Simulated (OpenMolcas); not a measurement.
An OpenMolcas run meant for Ru5+ (ANO-R0, X2C; inactive shells 1s 2s 2p 3s 3p 3d 4s 4p; intended active space 3 electrons in 5 orbitals (4d)). One step of its input:

```
&RASSCF
FileOrb=start.orb
Symmetry=1
Spin=5
nActEl=3 0 0
Inactive=9 9
Ras2=5 0
CIRoot=10 10 1
SDav=10
CIMx=300
Iter=93 100
PrWF=0.3
OrbListing=Nothing
MaxOrb=0
Atom
>>> COPY $Project.JobIph JOB001
```

Lines from the output:

```
--- SEWARD ---
Basis set label: RU.ANO-R...5S3P2D.

      Electronic valence basis set:
      ------------------
      Associated Effective Charge  44.000000 au
      Associated Actual Charge     44.000000 au
      Nuclear Model: Finite nucleus - Gaussian distribution
        Gaussian exponent, Xi/bohr**(-2):  2.09653E+08

      Shell  nPrim  nBasis  Cartesian Spherical Contaminant
         s      23       5        X
         p      16       3        X
         d      12       2                 X
                  Relativistic X2C integrals
                  Atomic mean-field integrals
--- RASSCF ---

 Nr of active orbitals     NAC=   5
 Spin degeneracy         ISPIN=   5
 There can be no such wave function.
 ************************************************
--- Stop Module: rasscf at  /rc=_RC_INPUT_ERROR_ ---
.####################.
.# User input error #.
.####################.
```

**Question.** What is wrong with the input?

**Answer.** The spin multiplicity does not fit the number of active electrons: an even count needs an odd multiplicity and the reverse.
